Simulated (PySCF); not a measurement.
Dipole response of Cu³⁺ (copper, charge +3)

[Ar] 3d8, high-spin 3F determinant. Computed with PySCF 2.14 in aug-cc-pVTZ-PP with one added diffuse shell each of s, p, d, f, g type with ECP10MDF (7s7p6d4f3g, 113 functions), with scalar relativity through the core potential. Coupled (time-dependent) response in atomic units; α is the mean over directions.

| method | mean α (bohr³) | C₆ (like pair) | S(−4) |
| --- | --- | --- | --- |
| PBE0 | 1.546 | 3.508 | 0.7873 |

S(−4) is the Cauchy moment in α(ω) = α(0) + S(−4) ω² + …

α(iu) at PBE0:

| u (hartree) | α(iu) (bohr³) |
| --- | --- |
| 0 | 1.546 |
| 0.0500 | 1.544 |
| 0.100 | 1.538 |
| 0.200 | 1.516 |
| 0.300 | 1.481 |
| 0.500 | 1.386 |
| 0.750 | 1.251 |
| 1.00 | 1.121 |
| 1.50 | 0.9051 |
| 2.00 | 0.7419 |
| 3.00 | 0.5208 |
| 5.00 | 0.2936 |

A single London oscillator, α(iu) = α/(1 + u²/ω²), gives C₆ = (3/4) ω α². Matching the computed C₆ needs ω = 4 × 3.508 / (3 × 1.546²) = 1.96 hartree.

For an ion, C₆ is the dispersion term alone; charge-induced terms of lower order in 1/R come first.

Energies and moments cover only the electrons outside the core potential.
